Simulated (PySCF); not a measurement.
This PySCF input asks for the NMR shieldings of `CCCN[Si@@H](P)[SiH2]N`, C3H15N2PSi2; the geometry comes from GFN2-xTB.

```python
import basis_set_exchange as bse
import numpy as np
from pyscf import gto, dft
from pyscf.prop import nmr

atoms = """
C     3.750450    0.127192   -0.183195
C     2.365385    0.097166    0.448524
C     1.371002   -0.696307   -0.400144
N     0.028703   -0.690029    0.131382
Si   -1.125606    0.551104   -0.177137
P    -0.762207    1.083783   -2.332815
Si   -3.200385   -0.310277    0.361991
N    -3.293770   -0.203013    2.081689
H     4.146212   -0.881199   -0.284399
H     4.437362    0.707333    0.428484
H     3.704483    0.577554   -1.172059
H     1.986672    1.115121    0.560234
H     2.421343   -0.349526    1.445307
H     1.713941   -1.733163   -0.497684
H     1.322110   -0.261205   -1.403805
H    -0.023350   -1.155972    1.025390
H    -0.826918    1.848312    0.497669
H    -2.009766    1.642784   -2.525122
H    -1.176948   -0.137138   -2.830088
H    -4.283990    0.403797   -0.348338
H    -3.433941   -1.733929    0.096841
H    -4.105215   -0.575397    2.548823
H    -3.010320    0.648764    2.538531
"""
names = dict.fromkeys(["C", "N", "Si", "P", "H"], "pcSseg-1")
basis = {el: gto.basis.parse(bse.get_basis(n, elements=[el], fmt="nwchem")) for el, n in names.items()}
mol = gto.M(atom=atoms, basis=basis, charge=0, verbose=0)
mf = dft.RKS(mol, xc="PBE0")
mf.grids.level = 2
mf.grids.alignment = dft.numint.BLKSIZE   # the property module wants whole blocks of grid points
mf.conv_tol = 1e-9
mf.kernel()

calc = nmr.RKS(mf)   # GIAO
C = mf.mo_coeff
Co = C[:, mf.mo_occ > 0]
resp = mf.gen_response(singlet=True, hermi=2)
def vind(x):   # induced exchange potential for any number of trial vectors
    d = np.einsum("pi,xij,qj->xpq", C, 2 * x.reshape(-1, C.shape[1], Co.shape[1]), Co, optimize=True)
    return np.einsum("xpq,pi,qj->xij", resp(d - d.transpose(0, 2, 1)), C, Co, optimize=True).ravel()
mo1, _ = nmr.rhf.solve_mo1(calc, with_cphf=vind)
sigma = calc.kernel(mo1)
for i, s in enumerate(sigma):   # ppm
    print("%2d %-2s %9.2f" % (i, mol.atom_pure_symbol(i), np.trace(s) / 3))
```

Question: Give the expected output.

Answer: 
```
 0 C     173.92
 1 C     155.97
 2 C     136.10
 3 N     237.97
 4 Si    381.99
 5 P     628.44
 6 Si    397.00
 7 N     268.74
 8 H      30.91
 9 H      30.53
10 H      30.88
11 H      29.99
12 H      30.53
13 H      28.79
14 H      28.76
15 H      31.51
16 H      25.95
17 H      31.00
18 H      30.89
19 H      26.73
20 H      26.80
21 H      31.76
22 H      32.05
```

These numbers come from an equivalent density-fitted implementation of the same equations, which agrees with the script to about 0.01 ppm for H and up to a few tenths of a ppm for heavy atoms, so last digits may differ.

Size and cost of the density-fitted run: 232 basis functions, 2.6 min wall time (2.1 min CPU) on 1 thread of an Intel Xeon, shared host; peak memory 1.1 GiB.
